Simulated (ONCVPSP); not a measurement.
**Before and after: ONCV potential for cobalt**

ONCVPSP 4.0.1 input, shortened (lines: element, Z, core and valence counts, functional; n l f; lmax; l rc ep ncon nbas qcut; lloc lpopt rc5 dvloc0; l nproj debl; icmod fcfact rcfact), Wu-Cohen, scalar-relativistic:

```
  Co 27.00    5    2  -118130      upf
    1    0    2.00
    2    0    2.00
    2    1    6.00
    3    0    2.00
    3    1    6.00
    3    2    7.00
    4    0    2.00
    2
    0    2.10    0.00    4    8    3.80
    1    1.95    0.10    4    8    3.70
    2    1.35    0.00    4    8   11.70
    4    1    1.00    6.00
    0    2    1.90
    1    2    1.10
    2    2    1.60
    2    0.60    1.15
```

All-electron outer shells of the reference configuration (Wu-Cohen, scalar-relativistic, ld1.x):

```json
{"shell": "3p", "level (eV)": "-65.55", "outermost node (bohr)": "0.28", "outermost maximum (bohr)": "0.68"}
{"shell": "3d", "level (eV)": "-8.24", "outermost node (bohr)": "–", "outermost maximum (bohr)": "0.66"}
{"shell": "4s", "level (eV)": "-5.50", "outermost node (bohr)": "0.96", "outermost maximum (bohr)": "2.32"}
```

Change: local potential polynomial inside 1.00 bohr (lpopt 1, dvloc0 1 Ha).

Cutoffs: the cutoffs (Ha) at which the residual kinetic energy of the hardest occupied pseudo-wave falls to 1 and 0.1 mHa per electron; they do not see the model core or the augmentation charge, which bear on the density cutoff. Errors are all-electron minus pseudo energies relative to the spin-unpolarised reference configuration.

Question: What does the change do?

Answer: The potential gets neither clearly harder nor softer (54 Ha and 60 Ha → 54 Ha and 60 Ha); a bound ghost appears in s, which as a rule spoils a file; the number of tests with a reliable result goes from 4 to 3; the errors of the 3 common tests hardly move. In the separable form a ghost depends on how the local part lies against the semilocal potential of the channel, so the choice of the local part can create or remove one.

| quantity | base | changed |
| --- | --- | --- |
| cutoff, loose | 54 Ha | 54 Ha |
| cutoff, tight | 60 Ha | 60 Ha |
| bound ghosts | none | s |
| GHOST(+) flags under 300 eV | s at 40.7 eV, p at 69.2 eV | p at 61.4 eV |
| tests with a reliable result | 4 of 4 | 3 of 4 |
| error for 3d7 4s1, meV [ΔE 9.06 eV] | -7.7 | -8.8 |
| error for 3d7 4s0, meV [ΔE 25.74 eV] | -17 | -18 |
| error for 3d6 4s0, meV [ΔE 61.62 eV] | -7.0 | -7.9 |
| s: phases at 2.13 bohr within 0.05 rad from the reference energy up to (Ha; the scan ends near 5) | 4.3 | 3.6 |
| p: phases at 1.98 bohr within 0.05 rad from the reference energy up to (Ha; the scan ends near 5) | 2.3 | 2.1 |
| d: phases at 1.37 bohr within 0.05 rad from the reference energy up to (Ha; the scan ends near 5) | to the end of the scan | to the end of the scan |
| rms error of d²Exc/dni dnj with the model core, mHa | 3.57 | 3.57 |

 A true bound ghost makes a file unfit for plane-wave use even where its test errors are small: the radial tests pick states by their node count and pass the ghost by.
